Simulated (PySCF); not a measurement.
Radial density of Br²⁺ (bromine, charge +2)

UHF, [Ar] 3d10 4s2 4p3, high-spin 4S determinant. All numbers are calculated (PySCF 2.14, the non-relativistic Hamiltonian (point nucleus), in def2-SVP).

```tsv
r (bohr)	4πr²ρ (e/bohr)	4πr²(ρα − ρβ)
0.000800	0.2208	0.0000
0.00135	0.6101	0.0000
0.00226	1.630	0.0000
0.00381	4.117	0.0001
0.00640	9.743	0.0002
0.0108	20.30	0.0009
0.0181	34.67	0.0043
0.0305	42.84	0.0199
0.0513	36.97	0.0721
0.0862	39.76	0.1508
0.145	50.87	0.0751
0.244	30.85	0.0065
0.410	34.27	0.3654
0.690	21.20	-0.0037
1.16	5.047	1.3389
1.95	2.760	1.6789
3.28	0.2971	0.2365
5.52	0.003233	0.0030
```

**Question.** Where is the radial spin density 4πr²(ρα − ρβ) most negative, and why is it negative at all?

**Answer.** Around r = 0.690 bohr, down to -0.0037 e/bohr: exchange with the open shell polarises the paired shells in an unrestricted calculation.
